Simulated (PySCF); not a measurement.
## Worked example: entropy of an ideal gas

C₂H₅O₂, SMILES C(CO)[O], multiplicity 2.

The structure is a stationary point at ωB97X-D3(BJ)/def2-SVP. The isomer is the one that the SMILES or the coordinates give; other isomers of the formula were not compared. One conformer was computed; it need not be the lowest.

PySCF with ωB97X-D3(BJ)/def2-SVP gives the harmonic wavenumbers 150, 272, 315, 421, 540, 884, 973, 1055, 1135, 1197, 1256, 1319, 1383, 1408, 1489, 1524, 2963, 3023, 3035, 3158, 3882 cm⁻¹ and the rotational temperatures 0.8204, 0.2604, 0.2269 K. The molar mass is 61.06 g/mol, the symmetry number 1, the spin multiplicity 2.

Task: Work out the entropy at 298.15 K and 1 atm in the rigid-rotor, harmonic-oscillator model.

Result: 
Translation (Sackur–Tetrode at 1 atm): S = R[1.5 ln M + 2.5 ln T − 1.16487] = 160.0 J/(mol K).
Rotation: q = (√π/σ) T^1.5/√(θA θB θC) = 41400, S = R[ln q + 3/2] = 100.9 J/(mol K).
Vibration: with u = 1.4388 ν/T, each mode gives R[u/(e^u − 1) − ln(1 − e^−u)]:
```tsv
ν (cm⁻¹)	modes	u	S (J/(mol K))
150	1	0.72	11.18
272	1	1.31	6.63
315	1	1.52	5.59
421	1	2.03	3.72
540	1	2.61	2.37
884	1	4.27	0.62
973	1	4.70	0.44
1055	1	5.09	0.31
1135	1	5.48	0.23
1197	1	5.78	0.18
1256	1	6.06	0.14
1319	1	6.37	0.11
1383	1	6.67	0.08
1408	1	6.79	0.07
1489	1	7.19	0.05
1524	1	7.35	0.04
```
The stiffer modes add less than 0.005 each. Sum 31.7 J/(mol K).
Spin: R ln 2 = 5.8 J/(mol K).
Total 298.4 J/(mol K); the program's own thermochemistry gives 298.4. Translation makes up 54 % and vibration 11 %. Anharmonicity, hindered rotation and orbital degeneracy are left out.
